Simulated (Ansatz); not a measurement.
Basis-set extrapolation for `[SiH3][S][AlH][SH]` (PBE0-D4/def2-TZVP geometry, frozen core, Ansatz 0.2.0). Multiplicity 1, RHF reference.

|  | def2-TZVPP | def2-QZVPP |
| --- | --- | --- |
| HF | -1328.983009 | -1329.021310 |
| MP2 correlation | -0.557415 | -0.605262 |
| CCSD(T) correlation | -0.646733 | not run |

Energies in hartree. Use E(X) = E(∞) + A·exp(−7.88·√X) for Hartree–Fock and E(X) = E(∞) + B·X^(−2.97) for correlation, with X = 3 and 4, and add CCSD(T) minus MP2 of the smaller set to the MP2 limit.

Q: What is the CCSD(T) energy at the basis-set limit?

A: HF limit: -1329.021310 + (-0.038301) × 0.13774 = -1329.02659. MP2 limit: -0.605262 + (-0.047847) × 0.74074 = -0.64070. Higher-order term: -0.646733 − (-0.557415) = -0.08932. Total: -1329.75661 hartree, 79.6 kcal/mol below CCSD(T)/def2-TZVPP.
